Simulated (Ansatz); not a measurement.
hydrogen cyanide (CHN), singlet, geometry from GFN2-xTB; RPA/cc-pVDZ (Ansatz, a program for electronic structure).

Ansatz was given this input:
Ansatz 0.2 input:
```yaml
crystal:
  periodic: [false, false, false]
  atoms:
    - {symbol: C, position_ang: [-0.00000000, -0.00000000, -0.49321914]}
    - {symbol: N, position_ang: [0.00000000, 0.00000000, 0.64442884]}
    - {symbol: H, position_ang: [-0.00000000, -0.00000000, -1.55168705]}
basis:
  gaussian:
    orbitals: cc-pVDZ
magnetization: {spin_polarized: false}
correlation: {method: rpa}
```

It wrote (shortened):

```
Functional definition: HF
313 factors; integrals over basis functions are off by at most 1.2e-3 eV
mean field evaluation 1: about -2525.7797 eV, gradient 2.6e1 eV
mean field evaluation 2: about -2525.7818 eV, gradient 2.6e1 eV
mean field evaluation 4: about -2527.4811 eV, gradient 2.2e0 eV
mean field evaluation 8: about -2527.5059 eV, gradient 1.0e-4 eV
mean field -2527.50590268 eV, -92.8841287184 hartree, gradient 1.8e-6 eV, S^2 0.000000; 0 other end points of the search recorded, 0 dependent functions left out
2 core orbitals not correlated
reference -2527.50590268 eV, -92.8841287184 hartree; 5, 5 occupied and 26, 26 virtual orbitals, 313 factors
Total energy: -2535.62615478 eV, -93.1825424792 hartree
```
